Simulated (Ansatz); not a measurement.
`OB[TeH]`. The species carries charge 0 and has multiplicity 1. Te: def2 effective core potential. Geometry: relaxed with PBE0-D4/def2-TZVP. It is one conformer, not always the lowest.

```xyz
6

O    -0.437   -1.475   -0.483
B    -0.408   -0.160   -0.187
Te    1.321    0.829    0.673
H     0.362   -1.972   -0.293
H    -1.384    0.488   -0.410
H     0.548    2.290    0.701
```

**Question.** What is the dipole moment at ωB97M-V/def2-TZVPP? (Estimate.)

**Answer.** Ansatz gave: 1.04 D, with components (0.76, -0.71, 0.13) D in this frame, pointing from negative to positive charge.

**Question.** And with PBE, r2SCAN, B3LYP? (An estimate is asked.)

**Answer.** Computed: PBE 1.13 D, r2SCAN 1.06 D, B3LYP 1.09 D.

**Question.** Give the Mulliken charges with ωB97M-V, r2SCAN, PBE in def2-TZVPP. (Estimate.)

**Answer.** The calculation gave: 
```csv
atom,ωB97M-V,r2SCAN,PBE
O1,-0.23,-0.28,-0.20
B2,-0.01,0.06,-0.01
Te3,-0.01,0.02,0.01
H4,0.19,0.22,0.20
H5,0.06,0.00,0.01
H6,0.00,-0.01,-0.01
```

B3LYP here is the variant with VWN-RPA as its local correlation; programs differ in this.
